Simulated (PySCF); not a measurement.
Si(OMe)4 (C4H12O4Si), SMILES CO[Si](OC)(OC)OC.

Geometry optimised at PBE0-D3(BJ)/def2-SVP. The isomer is the one that the SMILES or the coordinates give; other isomers of the formula were not compared. The values are those of a single conformer.

The numbers are results of PBE/def2-SVP (PySCF), not measurements.

Symmetry labels are those of the subgroup C2 that the program uses (full group S4).

Question: List the valence orbital energies around the gap with their symmetry. (An estimate is asked for; the answer gives what the named calculation found.)

Answer: 
```csv
orbital,symmetry,energy (eV)
HOMO−7,A,-7.53
HOMO−6,A,-7.49
HOMO−5,B,-7.08
HOMO−4,B,-7.08
HOMO−3,A,-6.75
HOMO−2,A,-6.55
HOMO−1,B,-6.25
HOMO,B,-6.25
LUMO,A,0.71
LUMO+1,A,1.50
LUMO+2,B,1.65
LUMO+3,B,1.65
```
